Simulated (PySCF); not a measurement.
## [BiS2]+, singlet: structure and spectrum

All numbers come from PBE0 in PySCF with Bi def2-TZVP with ECP60, S def2-TZVP; scalar-relativistic core potentials, no spin–orbit coupling; density-fitted integrals.

The structure is a minimum.

```xyz
3
charge 1 multiplicity 1, angstrom
Bi    0.0000    0.0000    0.0000
S     2.2226    0.0000    0.0000
S    -2.2226    0.0000    0.0000
```

| Quantity | Value |
| --- | --- |
| Point group | D∞h |
| Bond lengths | Bi–S 2.223 Å (×2) |
| Bond angles | S–Bi–S 180.0° |
| Entropy at 298.15 K and 1 bar | 292.6 J/(mol K) |
| Enthalpy at 298.15 K above 0 K | 14.21 kJ/mol |
| Principal quadrupole moments (Buckingham, traceless) about the centre of mass | -5.95, -5.95, 11.91 D Å |
| Dipole moment about the centre of mass | 0.00 D |
| Rotational constants | 0.05337 cm⁻¹ |
| Heat capacity Cp at 298.15 K | 56.6 J/(mol K) |
| Rotational symmetry number | 2 |
| Zero-point energy | 6.4 kJ/mol |
| Principal polarisabilities | 41.0, 41.0, 136.0 bohr³ |
| Lowest empty level | -9.59 eV |
| Highest occupied level | -13.47 eV |

Harmonic modes (masses in u: Bi 208.980, S 31.972):
```tsv
symmetry	ω (cm⁻¹)	IR (km/mol, summed over degenerate members)	μ (u)	type
πu	63	0.5	39.89	bend
σg+	439	0.0	31.97	stretch
σu+	507	15.2	39.89	stretch
```

In D∞h the vibrations span πu + σg+ + σu+. The σg+ mode carries no infrared intensity, as symmetry demands. With a centre of inversion only u modes can be infrared active and only g modes Raman active.

Charges (e):
```
atom  Mulliken  Löwdin  polar tensor  Mayer order to Bi1
 Bi1      1.07    0.64          1.13                   –
S2,3     -0.04    0.18         -0.06                1.88
```
Other Mayer orders above 0.3: S–S 0.42.

Mulliken populations on Bi1 (electrons outside its core potential): s 3.62, p 8.06, d 10.18, f 0.07.

Counting electrons, bismuth keeps none of its valence electrons outside its bonds, so the VSEPR class is AX2 and the expected shape is linear (D∞h), as computed.

Only a few start shapes were tried, so a lower isomer may exist. No spin–orbit coupling is included, which matters more the heavier the element.

The final relaxation and frequency run took about 60 core-seconds on a shared host.
